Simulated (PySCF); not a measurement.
Ionisation energy of S+ by level of theory

S+ [Ne] 3s2 3p3 (4S) → S(2+) [Ne] 3s2 3p2 (3P), as a difference of total energies. Computed with PySCF 2.14 in jorge-DZP-DKH (7s4p1d, 24 functions), with scalar relativity by spin-free X2C-1e. Correlated levels: valence: [Ne] frozen. The calculations carry no spin-orbit coupling.

```
           method  ionisation energy (eV)
              UHF                  22.721
    MP2 (valence)                  23.166
SCS-MP2 (valence)                  23.008
   CCSD (valence)                  23.086
CCSD(T) (valence)                  23.089
```

Problem. Estimate what M06-L gives.

Solution. 23.379 eV, closest to MP2 (valence) among the rows shown.

Problem. Estimate what MN15 gives.

Solution. 23.395 eV, closest to MP2 (valence) among the rows shown.

The reference lies between the lowest fine-structure levels, while these numbers refer to the centres of the terms.

Errors of the correlated levels include the incompleteness of this basis and the frozen core.

For comparison: 23.338 eV (measured; NIST Atomic Spectra Database, ionization energies).
